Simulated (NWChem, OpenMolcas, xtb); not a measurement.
# GaH2O (SMILES [O][GaH2]): the dipole moment, rung by rung

The species is GaH2O (4 atoms), meant as a doublet with charge 0. As SMILES, `[O][GaH2]`. The coordinates come from a PBE0-D4/def2-TZVP relaxation.

Each level gives the dipole moment (D). The values are calculated.

| level | kind | program | value (D) |
| --- | --- | --- | --- |
| GFN2-xTB | semi-empirical | xtb | 4.65 |
| GFN0-xTB | semi-empirical | xtb | 2.45 |
| GFN1-xTB | semi-empirical | xtb | 5.70 |
| UHF/ANO-R0 (sfX2C) | Hartree–Fock | OpenMolcas | 1.88 |
| UHF/STO-3G | Hartree–Fock | OpenMolcas | 0.85 |
| UHF/3-21G | Hartree–Fock | OpenMolcas | 2.18 |
| UHF/6-31G* (spherical functions) | Hartree–Fock | NWChem | 2.27 |
| UHF/def2-SVP | Hartree–Fock | OpenMolcas | 2.18 |
| USPW92/Ahlrichs_VTZ | LDA | OpenMolcas | 2.80 |
| UB86bPBE/3-21G | GGA | NWChem | 1.69 |

All-electron rows without a relativistic Hamiltonian named are non-relativistic. The values span 0.85 to 5.70 D. Spin contamination of the reference (⟨S²⟩ at least 0.1 too high) touches UHF/ANO-R0. Magnitudes only: a small dipole may point the other way at some levels. Sets without polarisation functions give poor dipoles.
